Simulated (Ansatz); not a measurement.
Mulliken charges of C$_{2}$H$_{4}$BNS, SMILES `S/C=C1/BN1` from B3LYP/def2-TZVPP in Ansatz (PBE0-D4/def2-TZVP geometry).

```csv
atom,x (Å),y (Å),z (Å),charge (e)
S1,-0.893,1.054,1.815,-0.192
C2,0.448,0.826,0.694,-0.209
C3,0.426,-0.150,-0.205,0.159
B4,0.723,-1.154,-1.295,-0.079
N5,-0.468,-1.131,-0.621,-0.132
H6,-1.410,2.183,1.293,0.094
H7,1.330,1.442,0.807,0.113
H8,1.333,-1.707,-2.142,0.063
H9,-1.401,-1.408,-0.362,0.184
```

Q: By hand: the dipole of these point charges (1 e Å = 4.8032 D).

A: Σ q r = (-0.006, -0.157, -0.331) e Å, of length 0.366 e Å = 1.76 D.

Q: How does the dipole of the full density compare? (An estimate is asked.)

A: Computed: (-0.113, -0.244, -0.393) e Å, 2.29 D; the point charges give 0.77 times that, at 14° from its direction.

Point charges leave out the atoms' own dipoles, such as those of lone pairs, and Mulliken's split depends on the basis, so the two needn't agree.

B3LYP here is the variant with VWN-RPA as its local correlation; programs differ in this.
